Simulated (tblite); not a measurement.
Isomers of C6H11F3Ge. Level: GFN2-xTB in tblite, geometry and Hessian alike; calculated harmonic values, unscaled, isolated species. Errors from tens to a few hundred cm⁻¹ against measured bands are possible. Modes of hydrogen on germanium can be 10 to 20 % off. One conformer each.

Electronic energies: GFN2-xTB at the same geometries; isomer energies are rough at this level and their order can be wrong.

```
                                   SMILES  electronic energy, lowest = 0 (kJ/mol)
[CH3][Ge@@H]1[CH2]C[C@@H](C(F)(F)F)[CH2]1                                    25.6
       [CH3][Ge@@H]1[CH2]CC[C@H]1C(F)(F)F                                     4.6
      [CH3][Ge@@H]1[CH2]CC[C@@H]1C(F)(F)F                                     4.0
            FC(F)(F)C[C@H]1CC[CH2][GeH2]1                                    14.8
               F[C](F)(F)[GeH2][CH]1CCCC1                                    11.2
  C[C@@H]1[CH2][GeH2][CH2][C@@H]1C(F)(F)F                                     0.0
```

Problem. How do GFN2-xTB zero-point energies change the relative energies?

Solution. 
| SMILES | ZPE (kJ/mol) | of it from modes above 1550 cm⁻¹ | electronic (kJ/mol) | with ZPE, lowest = 0 (kJ/mol) | lowest mode (cm⁻¹) | rings |
| --- | --- | --- | --- | --- | --- | --- |
| C[C@@H]1[CH2][GeH2][CH2][C@@H]1C(F)(F)F | 410.7 | 185.1 | 0.0 | 0.0 | 44 | 1 |
| [CH3][Ge@@H]1[CH2]CC[C@@H]1C(F)(F)F | 411.7 | 190.4 | 4.0 | 5.0 | 50 | 1 |
| [CH3][Ge@@H]1[CH2]CC[C@H]1C(F)(F)F | 411.5 | 190.7 | 4.6 | 5.5 | 48 | 1 |
| F[C](F)(F)[GeH2][CH]1CCCC1 | 408.9 | 184.4 | 11.2 | 9.5 | 14 | 1 |
| FC(F)(F)C[C@H]1CC[CH2][GeH2]1 | 410.5 | 183.9 | 14.8 | 14.7 | 38 | 1 |
| [CH3][Ge@@H]1[CH2]C[C@@H](C(F)(F)F)[CH2]1 | 410.6 | 190.6 | 25.6 | 25.6 | 47 | 1 |

The zero-point energies span 2.8 kJ/mol, from `F[C](F)(F)[GeH2][CH]1CCCC1` to `[CH3][Ge@@H]1[CH2]CC[C@@H]1C(F)(F)F`. The order is unchanged.

Problem. What do entropy and thermal enthalpy add at 298.15 K and 1 bar (rigid rotor, harmonic oscillator, one conformer each)?

Solution. 
```json
{"SMILES": "C[C@@H]1[CH2][GeH2][CH2][C@@H]1C(F)(F)F", "point group": "C1", "symmetry number": "1", "S (J/(mol K))": "427.6", "H − H(0) (kJ/mol)": "31.10", "ZPE + H − H(0) − TS (kJ/mol)": "314.3"}
{"SMILES": "[CH3][Ge@@H]1[CH2]CC[C@@H]1C(F)(F)F", "point group": "C1", "symmetry number": "1", "S (J/(mol K))": "449.7", "H − H(0) (kJ/mol)": "33.47", "ZPE + H − H(0) − TS (kJ/mol)": "311.1"}
{"SMILES": "[CH3][Ge@@H]1[CH2]CC[C@H]1C(F)(F)F", "point group": "C1", "symmetry number": "1", "S (J/(mol K))": "454.3", "H − H(0) (kJ/mol)": "33.77", "ZPE + H − H(0) − TS (kJ/mol)": "309.8"}
{"SMILES": "FC(F)(F)C[C@H]1CC[CH2][GeH2]1", "point group": "C1", "symmetry number": "1", "S (J/(mol K))": "439.2", "H − H(0) (kJ/mol)": "31.46", "ZPE + H − H(0) − TS (kJ/mol)": "311.0"}
{"SMILES": "[CH3][Ge@@H]1[CH2]C[C@@H](C(F)(F)F)[CH2]1", "point group": "C1", "symmetry number": "1", "S (J/(mol K))": "455.2", "H − H(0) (kJ/mol)": "33.75", "ZPE + H − H(0) − TS (kJ/mol)": "308.7"}
```

Not tabulated: `F[C](F)(F)[GeH2][CH]1CCCC1` (lowest mode only 14 cm⁻¹).
